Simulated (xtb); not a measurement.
CCl$_{4}$, singlet, from a rough starting geometry; GFN2-xTB in xtb.

The xtb input:
```
$ xtb mol.xyz --gfn 2 --opt vtight --json

# file mol.xyz
5

C     -0.04989453     0.02329609     0.02529646
Cl     1.02269378     1.04719814     1.05432593
Cl    -1.06934036    -1.03312367     0.96563569
Cl    -1.00440748     1.01511258    -0.97110635
Cl     1.03596054    -1.00445131    -0.98509460
```

Output, abridged:

```
   ID    Z sym.   atoms
    1    6 C      1
    2   17 Cl     2-5

           -------------------------------------------------
          |                Calculation Setup                |
           -------------------------------------------------

           -------------------------------------------------
          |                 G F N 2 - x T B                 |
           -------------------------------------------------

          ...................................................
          :                      SETUP                      :
          :.................................................:
          :  # basis functions                  44          :
          :  # atomic orbitals                  40          :
          :  # shells                           14          :
          :  # electrons                        32          :
          :  max. iterations                   250          :
          :  Hamiltonian                  GFN2-xTB          :
          :  restarted?                      false          :
          :  GBSA solvation                  false          :
          :  PC potential                    false          :
          :  electronic temp.          300.0000000     K    :
          :  accuracy                    1.0000000          :
          :  -> integral cutoff          0.2500000E+02      :
          :  -> integral neglect         0.1000000E-07      :
          :  -> SCF convergence          0.1000000E-05 Eh   :
          :  -> wf. convergence          0.1000000E-03 e    :
          :  Broyden damping             0.4000000          :
          :  net charge                          0          :
          :  unpaired electrons                  0          :
          ...................................................

 iter      E             dE          RMSdq      gap      omega  full diag
   1    -20.2186830 -0.202187E+02  0.565E+00    5.74       0.0  T
   2    -20.2926034 -0.739203E-01  0.519E+00    4.76       1.0  T
   3    -20.3378518 -0.452485E-01  0.253E+00    5.06       1.0  T
   4    -20.3379399 -0.881019E-04  0.308E-01    5.02       1.0  T
   5    -20.3381488 -0.208827E-03  0.156E-01    5.04       1.0  T
   6    -20.3381902 -0.414132E-04  0.649E-02    5.04       1.0  T
   7    -20.3381964 -0.624982E-05  0.488E-02    5.04       1.0  T
   8    -20.3382055 -0.906085E-05  0.264E-02    5.05       1.7  T
   9    -20.3382059 -0.450705E-06  0.820E-03    5.05       5.5  T
  10    -20.3382061 -0.150103E-06  0.209E-03    5.05      21.4  T
  11    -20.3382061 -0.924243E-08  0.125E-03    5.05      35.8  T
  12    -20.3382061 -0.498877E-08  0.240E-04    5.05     186.2  T
  13    -20.3382061 -0.669829E-10  0.198E-04    5.05     225.4  T

   *** convergence criteria satisfied after 13 iterations ***

         :::::::::::::::::::::::::::::::::::::::::::::::::::::
         ::                     SUMMARY                     ::
         :::::::::::::::::::::::::::::::::::::::::::::::::::::
         :: total energy             -20.319729521618 Eh    ::
         :: gradient norm              0.031339319394 Eh/a0 ::
         :: HOMO-LUMO gap              5.048466463570 eV    ::
         ::.................................................::
         :: SCC energy               -20.338204942396 Eh    ::
         :: -> isotropic ES            0.014177852975 Eh    ::
         :: -> anisotropic ES          0.002374220544 Eh    ::
         :: -> anisotropic XC          0.001231819588 Eh    ::
         :: -> dispersion             -0.005914005328 Eh    ::
         :: repulsion energy           0.018475420779 Eh    ::
         :: add. restraining           0.000000000000 Eh    ::
         :: total charge              -0.000000000000 e     ::
         :::::::::::::::::::::::::::::::::::::::::::::::::::::

      -----------------------------------------------------------
     |                   =====================                   |
[...]
 * total energy  :   -20.3197295 Eh     change       -0.1576943E-09 Eh
 * total energy  :   -20.3209266 Eh     change       -0.1197051E-02 Eh
 * total energy  :   -20.3214435 Eh     change       -0.5169128E-03 Eh
 * total energy  :   -20.3218401 Eh     change       -0.3966415E-03 Eh
 * total energy  :   -20.3218730 Eh     change       -0.3290646E-04 Eh
 * total energy  :   -20.3218749 Eh     change       -0.1866357E-05 Eh
 * total energy  :   -20.3218767 Eh     change       -0.1849782E-05 Eh
 * total energy  :   -20.3218768 Eh     change       -0.8843901E-07 Eh
   *** GEOMETRY OPTIMIZATION CONVERGED AFTER 8 ITERATIONS ***
         :: total energy             -20.321876837910 Eh    ::
[...]
         6        2.0000           -0.5893200             -16.0362
         7        2.0000           -0.5893147             -16.0361
         8        2.0000           -0.5893029             -16.0357
         9        2.0000           -0.4868313             -13.2474
        10        2.0000           -0.4868223             -13.2471
        11        2.0000           -0.4702665             -12.7966
        12        2.0000           -0.4702608             -12.7964
        13        2.0000           -0.4702496             -12.7961
        14        2.0000           -0.4635329             -12.6134
        15        2.0000           -0.4635248             -12.6132
        16        2.0000           -0.4635131             -12.6128 (HOMO)
        17                         -0.2756617              -7.5011 (LUMO)
        18                         -0.2026962              -5.5156
        19                         -0.2025600              -5.5119
        20                         -0.2024942              -5.5101
        21                         -0.0372004              -1.0123
        22                         -0.0371998              -1.0123
        23                         -0.0343759              -0.9354
        24                         -0.0343694              -0.9352
        25                         -0.0343651              -0.9351
        26                         -0.0339018              -0.9225
        27                         -0.0338902              -0.9222
       ...                                ...                  ...
        40                          0.1274675               3.4686
      -------------------------------------------------------------
                  HL-Gap            0.1878514 Eh            5.1117 eV
             Fermi-level           -0.3695874 Eh          -10.0570 eV

     #   Z          covCN         q      C6AA      α(0)
     1   6 C        3.554     0.273    17.217     6.060
     2  17 Cl       1.356    -0.068   101.312    15.399
     3  17 Cl       1.356    -0.068   101.317    15.400
     4  17 Cl       1.356    -0.068   101.308    15.399
     5  17 Cl       1.356    -0.068   101.311    15.399

 Mol. C6AA /au·bohr⁶  :       1971.708370
 Mol. C8AA /au·bohr⁸  :      79716.572234
 Mol. α(0) /au        :         67.656573

Wiberg/Mayer (AO) data.
largest (>0.10) Wiberg bond orders for each atom

 ---------------------------------------------------------------------------
     #   Z sym  total        # sym  WBO       # sym  WBO       # sym  WBO
 ---------------------------------------------------------------------------
     1   6 C    3.934 --     4 Cl   0.984     5 Cl   0.984     2 Cl   0.984
                             3 Cl   0.983
     2  17 Cl   1.117 --     1 C    0.984
     3  17 Cl   1.117 --     1 C    0.983
     4  17 Cl   1.117 --     1 C    0.984
     5  17 Cl   1.117 --     1 C    0.984
 ---------------------------------------------------------------------------

Topologies differ in total number of bonds
Writing topology from bond orders to xtbtopo.mol

molecular dipole:
                 x           y           z       tot (Debye)
 q only:        0.000       0.001      -0.001
   full:       -0.000       0.000       0.000       0.000
molecular quadrupole (traceless):
                xx          xy          yy          xz          yz          zz
 q only:        0.000      -0.002      -0.000       0.001       0.000      -0.000
  q+dip:       -0.000       0.002       0.000      -0.000      -0.001       0.000
   full:       -0.000       0.001       0.000      -0.000      -0.001       0.000

optimized geometry written to: xtbopt.xyz

           -------------------------------------------------
          | TOTAL ENERGY              -20.321876837910 Eh   |
          | GRADIENT NORM               0.000149541319 Eh/α |
          | HOMO-LUMO GAP               5.111697162414 eV   |
           -------------------------------------------------

normal termination of xtb
```
